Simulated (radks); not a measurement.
Problem. Numerical settings for the dysprosium ion Dy56+, [Ne]. Method: non-relativistic Kohn-Sham, r2SCAN, spin-polarised, spherical densities, point nucleus; meta-GGA in the generalised Kohn-Sham scheme; relativity is left out, which matters for an element this heavy; computed with a radial shooting solver on a logarithmic mesh with Libxc functionals. The defaults (mesh step 0.008 in ln r, mesh end at 40 bohr or more with all orbitals vanishing there, Anderson mixing 0.5 over 9 steps, residual threshold near 1e-9 with the energy settled to 1e-9 hartree or 1e-11 of itself, here a cap of 86 iterations) give E = -8149.074 hartree and 2p at -11874.0 eV in 8 iterations. Run on one thread of a shared host, so times are rough (Intel(R) Xeon(R) Platinum 8559C): 0.05 s of CPU time, 0.05 s wall, 8 iterations on 2476 mesh points. One setting is changed at a time: mesh step in ln r 0.08; mesh step in ln r 0.02; mesh step in ln r 0.005; mesh end (bohr) 3; mesh end (bohr) 400; residual threshold 0.1; residual threshold 0.01; mixing 0.2; linear mixing, mixing 0.8; linear mixing, mixing 0.05; mixing history 3; iteration cap 3. Which runs fail to converge, and which converge to a wrong energy?

Solution. Not converged within the cap: mesh step in ln r 0.08; linear mixing, mixing 0.05; iteration cap 3. No run marked as converged misses the energy by more than 1 mhartree.
